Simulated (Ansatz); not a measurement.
Born–Oppenheimer molecular dynamics of Cl₂FHHfO (6 atoms, charge 0, multiplicity 1). It starts from a relaxed structure.

Theory: Ansatz, RKS PBE-D4/def2-SVP.

```yaml
ensemble: NVT, Nosé–Hoover chain
time_step: 0.5 fs
steps_asked: 100
set_temperature: 1500 K
thermostat: time constant 100 fs, chain length 3 (defaults)
seed: 628162
```

First frame:

```xyz
6
Properties=species:S:1:pos:R:3
Hf -0.081 -0.117 0.022
Cl 0.000 -0.036 2.381
F 1.686 0.105 -0.673
O -1.178 1.298 -0.626
H -1.708 2.028 -0.971
Cl -0.947 -2.187 -0.712
```

(1) How far do the bonds stretch over the last three quarters of this one trajectory? (Pairs bonded in most of those frames.)

Results:

(1) 
| bond | mean (Å) | spread (Å) | shortest | longest |
| --- | --- | --- | --- | --- |
| Hf1–Cl2 | 2.382 | 0.031 | 2.32 | 2.41 |
| Hf1–F3 | 1.926 | 0.018 | 1.89 | 1.95 |
| Hf1–O4 | 1.954 | 0.021 | 1.91 | 1.98 |
| Hf1–Cl6 | 2.345 | 0.015 | 2.33 | 2.38 |
| O4–H5 | 0.994 | 0.073 | 0.88 | 1.09 |

Mean temperature of the second half: 758 K. The conserved energy stayed within 1.8 meV per atom of its start (net change 0.95 meV per atom), so the integration is sound. The mean temperature of the second half is 49 % below the set value. A run of 0.05 ps of so small a system gives no equilibrium averages.

Run time: 3.6 min on 2 threads of Arm Neoverse V1, on a shared host, peak memory 0.18 GiB.
